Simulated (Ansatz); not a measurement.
Wavefunction ladder for CH$_{2}$Cl$_{3}$Si (`[CH2][Si](Cl)(Cl)Cl`) radical

```json
{"atom": "C1", "x (Å)": "-0.9681", "y (Å)": "0.6605", "z (Å)": "0.1459"}
{"atom": "Si2", "x (Å)": "0.5179", "y (Å)": "-0.3616", "z (Å)": "-0.0703"}
{"atom": "Cl3", "x (Å)": "-0.0065", "y (Å)": "-2.2870", "z (Å)": "-0.4716"}
{"atom": "Cl4", "x (Å)": "1.6590", "y (Å)": "0.3163", "z (Å)": "-1.6191"}
{"atom": "Cl5", "x (Å)": "1.6562", "y (Å)": "-0.3121", "z (Å)": "1.6165"}
{"atom": "H6", "x (Å)": "-1.8938", "y (Å)": "0.4379", "z (Å)": "-0.3731"}
{"atom": "H7", "x (Å)": "-0.9647", "y (Å)": "1.5460", "z (Å)": "0.7717"}
```

Total charge 0; spin multiplicity 2. All single points use the PBE0-D4/def2-TZVP geometry. Frozen core, unrestricted reference, Ansatz 0.2.0. CBS rows extrapolate triple and quadruple zeta; past MP2 they add the triple-zeta difference.

```
     basis      HF (Eh)  MP2 corr.  CCSD corr.       (T)  CCSD(T) total
  def2-SVP  -1706.03625   -0.59560    -0.64998  -0.01514    -1706.70137
def2-TZVPP  -1706.66384   -0.81664    -0.87959  -0.03789    -1707.58132
def2-QZVPP  -1706.71275   -0.89590           –         –              –
 CBS(def2)  -1706.71949   -0.95460    -1.01756     as TZ    -1707.77494
```
